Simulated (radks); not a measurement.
Values are calculated unless marked as measured or tabulated.
Excited configurations of Ni II: one electron is placed in a higher orbital outside [Ar] 3d8. The ground configuration is [Ar] 3d9. Level of theory: Dirac Kohn-Sham, PBE, spin-unpolarised, spherical densities, finite nucleus; open shells are shared between the two j in proportion to 2j + 1; Fermi nuclear charge, rms radius 3.7757 fm (a radial shooting solver on a logarithmic mesh with Libxc functionals). Excitation = E - E(ground); binding = E(ion) - E, where the ion is the core of charge +2; n* = 2/sqrt(2 binding) in atomic units, and the quantum defect is n - n*. Eigenvalue and <r> are those of j = l + 1/2.

| outer orbital | excitation (eV) | binding (eV) | n* | quantum defect | eigenvalue (eV) |
|---|---|---|---|---|---|
| 4s | 3.005 | 17.351 | 1.771 | 2.229 | -13.183 |
| 4p | 8.688 | 11.667 | 2.160 | 1.840 | -8.369 |
| 4d | 14.433 | 5.923 | 3.031 | 0.969 | -4.215 |
| 4f | 16.889 | 3.467 | 3.962 | 0.038 | -2.482 |
| 5s | 13.269 | 7.087 | 2.771 | 2.229 | -5.573 |
| 5d | 16.805 | 3.550 | 3.915 | 1.085 | -2.703 |
| 5f | 18.031 | 2.325 | 4.839 | 0.161 | -1.780 |
| 6s | 16.417 | 3.939 | 3.717 | 2.283 | -3.144 |
| 6f | 18.700 | 1.655 | 5.734 | 0.266 | -1.306 |
| 7f | 19.120 | 1.235 | 6.637 | 0.363 | -0.995 |

The Delta-SCF ionisation energy is 20.356 eV (NIST Atomic Spectra Database: 18.169 eV, measured). Self-interaction in the functional shifts the binding energies and quantum defects, so they are the method's values and not measured ones. Spin polarisation and multiplet splitting are left out, so open shells lie too high by an amount that depends on their filling.

Beside tabulated values, note that spin-unpolarised runs miss the spin-polarisation part of the exchange energy of open shells.
